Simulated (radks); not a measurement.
Question: The mean radii <r> (bohr) of the occupied orbitals of an atom or ion are listed with their occupations. All-electron calculation, scalar-relativistic Kohn-Sham, PBEsol, spin-polarised, spherical densities, point nucleus. Program: a radial shooting solver on a logarithmic mesh with Libxc functionals.

| orbital | occ. | <r> |
|---|---|---|
| 1s down | 1 | 0.06649 |
| 1s up | 1 | 0.06649 |
| 2s up | 1 | 0.3087 |
| 2s down | 1 | 0.3083 |
| 2p up | 3 | 0.2745 |
| 2p down | 3 | 0.2740 |
| 3s up | 1 | 0.9494 |
| 3s down | 1 | 0.9504 |
| 3p up | 3 | 1.017 |
| 3p down | 3 | 1.020 |
| 3d up | 3 | 1.415 |
| 4s up | 1 | 3.264 |
| 4s down | 1 | 3.481 |

Name the element and its charge. Open shells, if any, are filled with parallel spins first.

Answer: Z = 23, vanadium, charge 0: V in [Ar] 3d3 4s2. The 1s radius gives Z: for a bare nucleus <r> = (2 gamma + 1)/(2Z) with gamma = sqrt(1 - (Z/c)^2), 0.0646 bohr for Z = 23, and screening makes it slightly larger (0.06649 here). The occupations add up to 23, and the charge is Z minus that.
